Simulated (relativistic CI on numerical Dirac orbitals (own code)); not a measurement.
**Level scheme of N I**

Method of calculation: Dirac-Coulomb-Breit CI, KLI orbitals optimised for each configuration, model QED, valence Slater integrals scaled by 0.85, P86 correlation energy added to each configuration (own radial code, finite nucleus).

Configuration list (outside the closed core 1s2): 2s²2p³, 2s²2p²3s, 2s2p⁴, 2s²2p²3p, 2s²2p²4s, 2s²2p²3d, 2p⁵, 2s²2p²4p, 2s²2p²4d, 2s²2p²4f, 2s²2p3s², 2s²2p3s3p. Levels of other configurations are missing.

The lowest level is 2s²2p³ ⁴S°3/2, with 100 % of that term; Hund's rules for 2s²2p³ give ⁴S° with J = 3/2, in agreement.

```
No.  Configuration  Term    J  E (cm⁻¹)    %  Lifetime (s)
  1         2s²2p³   ⁴S°  3/2       0.0  100              
  2         2s²2p³   ²D°  5/2   19244.4  100      9.93e+04
  3         2s²2p³   ²D°  3/2   19253.8  100      4.19e+04
  4         2s²2p³   ²P°  3/2   26306.9   97      3.78e+01
  5         2s²2p³   ²P°  1/2   26307.6   97      4.57e+01
  6      2p²(3P)3s    ⁴P  1/2   83320.8   99      4.53e-09
  7      2p²(3P)3s    ⁴P  3/2   83365.0   99      4.52e-09
  8      2p²(3P)3s    ⁴P  5/2   83430.8   99      4.49e-09
  9      2p²(3P)3s    ²P  1/2   85468.8  100      1.98e-09
 10      2p²(3P)3s    ²P  3/2   85553.2  100      1.98e-09
 11      2p²(3P)3p   ²S°  1/2   93406.3   99      7.69e-08
 12      2s2p⁴(3P)    ⁴P  5/2   93492.2   94      1.32e-09
 13      2s2p⁴(3P)    ⁴P  3/2   93553.1   94      1.31e-09
 14      2s2p⁴(3P)    ⁴P  1/2   93583.0   94      1.31e-09
 15      2p²(3P)3p   ⁴D°  1/2   94157.1  100      3.60e-08
 16      2p²(3P)3p   ⁴D°  3/2   94179.7   99      3.60e-08
 17      2p²(3P)3p   ⁴D°  5/2   94217.5   99      3.60e-08
 18      2p²(3P)3p   ⁴D°  7/2   94269.8  100      3.60e-08
 19      2p²(3P)3p   ⁴P°  1/2   94725.2  100      3.21e-08
 20      2p²(3P)3p   ⁴P°  3/2   94744.2  100      3.21e-08
 21      2p²(3P)3p   ⁴P°  5/2   94783.0  100      3.21e-08
 22      2p²(3P)3p   ²D°  3/2   95865.9  100      3.71e-08
 23      2p²(3P)3p   ²D°  5/2   95944.1  100      3.70e-08
 24      2p²(3P)3p   ⁴S°  3/2   96300.0   99      2.09e-08
 25      2p²(3P)3p   ²P°  1/2   96802.6   99      3.11e-08
 26      2p²(3P)3p   ²P°  3/2   96838.5   98      3.11e-08
 27      2p²(1D)3s    ²D  5/2   98859.8  100      3.11e-09
 28      2p²(1D)3s    ²D  3/2   98860.5  100      3.12e-09
 29      2p²(3P)4s    ⁴P  1/2  103406.7   94      8.63e-09
 30      2p²(3P)4s    ⁴P  3/2  103448.3   93      8.20e-09
 31      2p²(3P)4s    ⁴P  5/2  103510.3   91      7.47e-09
 32      2p²(3P)3d    ²P  3/2  103595.7   93      1.30e-08
 33      2p²(3P)3d    ²P  1/2  103633.0   91      1.37e-08
 34      2p²(3P)3d    ⁴F  3/2  103687.1   99              
 35      2p²(3P)3d    ⁴F  5/2  103707.4   97              
 36      2p²(3P)3d    ⁴F  7/2  103741.1   97              
 37      2p²(3P)3d    ⁴F  9/2  103790.1  100              
 38      2p²(3P)3d    ²F  5/2  103888.1   96      6.76e-09
 39      2p²(3P)3d    ²F  7/2  103955.2   89      7.24e-09
 40      2p²(3P)3d    ⁴D  1/2  103968.3   98      2.71e-08
 41      2p²(3P)3d    ⁴D  3/2  103971.2   97      2.53e-08
 42      2p²(3P)3d    ⁴D  5/2  103980.5   93              
 43      2p²(3P)3d    ⁴D  7/2  104011.6   90              
 44      2p²(3P)4s    ²P  1/2  104137.8   91      3.81e-09
 45      2p²(3P)3d    ⁴P  5/2  104176.4   61      4.79e-09
 46      2p²(3P)3d    ²D  3/2  104179.6   84      5.47e-09
 47      2p²(3P)3d    ⁴P  3/2  104214.6   52      4.13e-09
 48      2p²(3P)4s    ²P  3/2  104219.4   61      4.06e-09
 49      2p²(3P)3d    ²D  5/2  104220.8   73      5.31e-09
 50      2p²(3P)3d    ⁴P  1/2  104227.5   90      4.00e-09
 51      2p²(3P)4p   ²S°  1/2  106576.9   98      1.48e-07
 52      2p²(3P)4p   ⁴D°  1/2  106701.0   99      1.20e-07
 53      2p²(3P)4p   ⁴D°  3/2  106719.1   96              
 54      2p²(3P)4p   ⁴D°  5/2  106755.3   95              
 55      2p²(3P)4p   ⁴D°  7/2  106812.4  100              
 56      2p²(3P)4p   ⁴P°  1/2  106876.6   98              
 57      2p²(3P)4p   ⁴P°  3/2  106893.3   96              
 58      2p²(3P)4p   ⁴P°  5/2  106933.3   95              
 59      2p²(3P)4p   ²D°  3/2  106973.5   87              
 60      2p²(3P)4p   ²D°  5/2  107041.2   86              
 61      2p²(3P)4p   ²P°  1/2  107443.7   89      1.23e-07
 62      2p²(3P)4p   ²P°  3/2  107475.8   87      1.18e-07
 63      2p²(3P)4p   ⁴S°  3/2  107579.6   97      4.43e-08
 64      2p²(1D)3p   ²F°  5/2  109402.9  100      3.83e-08
 65      2p²(1D)3p   ²F°  7/2  109406.6  100      3.83e-08
 66      2p²(3P)4d    ⁴F  3/2  110068.7   49      1.74e-08
 67      2p²(3P)4d    ²P  3/2  110087.3   52      1.66e-08
 68      2p²(3P)4d    ⁴F  5/2  110094.0   89              
 69      2p²(3P)4d    ²P  1/2  110122.3   91      1.08e-08
 70      2p²(3P)4d    ⁴F  7/2  110127.6   89
```

Energies count from the lowest computed level; ° marks odd parity; lifetimes are radiative, by E1, M1, E2, M2, E3 decay to levels of this space only; some are left blank where a channel outside the calculation adds to the decay or the decay crosses a small, uncertain gap. Percentages are summed over parent terms; the parents shown are those of the largest component, closed shells are left out there.

The mean weight of the leading LS term, summed over parents, in these 70 levels is 93 %, and that of the leading jj configuration (from the same eigenvectors) 52 %, so LS coupling describes them better.

For a near-neutral ion this model can misplace configurations by up to about 10,000 cm⁻¹ (more where the count of f electrons changes) and terms by 10 to 25 % of their spread. Rates follow the energies as ν³ (E1, M1) or ν⁵ (E2), so they and the lifetimes can be off by large factors. The fine structure of a lone outer electron comes out too small, for d and f at times inverted, and misplaced configurations move strength between like terms. 40 of the 40 excited levels that our extract of the measured tables holds in this range could be paired (the sources list more); they are missed by 1049 cm⁻¹ on average and 5412 at most, and levels without a partner can miss by more.
